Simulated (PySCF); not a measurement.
CCl₂, singlet, geometry from GFN2-xTB. Base run: HF/3-21G (PySCF).

Geometry (Å):
```xyz
3

Cl    -1.3892    -0.1751     0.0362
C     -0.0195     0.7844     0.0362
Cl     1.3960    -0.1018    -0.0490
```
Charge 0, spin multiplicity 1.
All else is at PySCF's defaults.

Each row names what was changed in the base input (with any setting that the change needs).

| change | basis functions | E (Eh) | HOMO (eV) | HOMO-LUMO gap (eV) | dipole (D) |
|---|---|---|---|---|---|
| base | 35 | -952.08186 | -10.72 | 11.61 | 1.20 |
| basis = jorge-DZP-DKH; relativity = spin-free X2C | 63 | -959.60274 | -10.49 | 11.62 | 1.18 |
| basis = jorge-DZP-DKH; relativity = none | 63 | -956.34142 | -10.50 | 11.61 | 1.17 |
| basis = x2c-TZVPall; relativity = none | 105 | -956.28861 | -10.48 | 11.55 | 1.20 |
| basis = jorge-DZP-DKH; relativity = spin-free X2C; nucleus = Gaussian (with nucmod='G') | 63 | -959.60179 | -10.49 | 11.62 | 1.18 |
| basis = cc-pVDZ-DK; relativity = none | 50 | -956.04225 | -10.49 | 11.68 | 1.18 |
| basis = x2c-TZVPall; relativity = spin-free X2C; nucleus = Gaussian (with nucmod='G') | 105 | -959.62850 | -10.48 | 11.56 | 1.20 |
| basis = x2c-TZVPall; relativity = spin-free X2C | 105 | -959.62942 | -10.48 | 11.56 | 1.20 |
| basis = cc-pVDZ-DK; relativity = spin-free X2C; nucleus = Gaussian (with nucmod='G') | 50 | -959.59015 | -10.47 | 11.68 | 1.18 |
| basis = cc-pVDZ-DK; relativity = spin-free X2C | 50 | -959.59111 | -10.47 | 11.68 | 1.18 |

Absolute energies of different levels of theory aren't comparable as measures of quality.

Basis sets contracted for a relativistic Hamiltonian are a mismatch without it, so the rows without relativity aren't non-relativistic limits. No row has spin-orbit coupling; sets with core potentials leave out the core electrons.
